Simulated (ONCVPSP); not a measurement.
# u(r) = r·R(r): atom against pseudo-atom (Hg)

Columns: radius, all-electron u(r) and pseudo u(r) of the 5d shell (level -18.84 eV) of mercury in the configuration [Kr] 4d10 4f14 5s2 5p6 5d10 6s1; PBE, scalar-relativistic, ONCV scheme, ONCVPSP 4.0.1.

```csv
r (bohr),all-electron,pseudo
0.095,0.2950,0.0026
0.190,-0.0029,0.0202
0.285,-0.3817,0.0641
0.380,-0.4198,0.1396
0.475,-0.2164,0.2445
0.570,0.0706,0.3707
0.665,0.3456,0.5054
0.760,0.5687,0.6346
0.855,0.7300,0.7460
0.950,0.8339,0.8307
1.045,0.8907,0.8847
1.140,0.9112,0.9086
1.235,0.9054,0.9063
1.330,0.8814,0.8840
1.425,0.8454,0.8478
1.520,0.8020,0.8035
1.615,0.7546,0.7552
1.710,0.7055,0.7056
1.805,0.6564,0.6563
1.900,0.6083,0.6082
1.995,0.5619,0.5619
2.090,0.5178,0.5177
2.185,0.4761,0.4760
2.280,0.4370,0.4369
2.375,0.4005,0.4004
2.470,0.3666,0.3665
```

Problem. How many radial nodes do the two functions have?

Solution. The all-electron 5d function has n − l − 1 = 2; the pseudo-wave has 0, since the states of the same l below it are removed with the core.

Problem. At about which radius was the pseudo-wave matched?

Solution. 1.90 bohr. The columns agree to 0.0005 from 1.71 bohr on; several derivatives are matched, so the curves merge somewhat inside the radius.

Problem. Is the pseudo-wave norm-conserving?

Solution. Yes: the ONCV scheme keeps the norm inside the radius equal to the all-electron one, which fixes the energy derivative of the logarithmic derivative at the level.
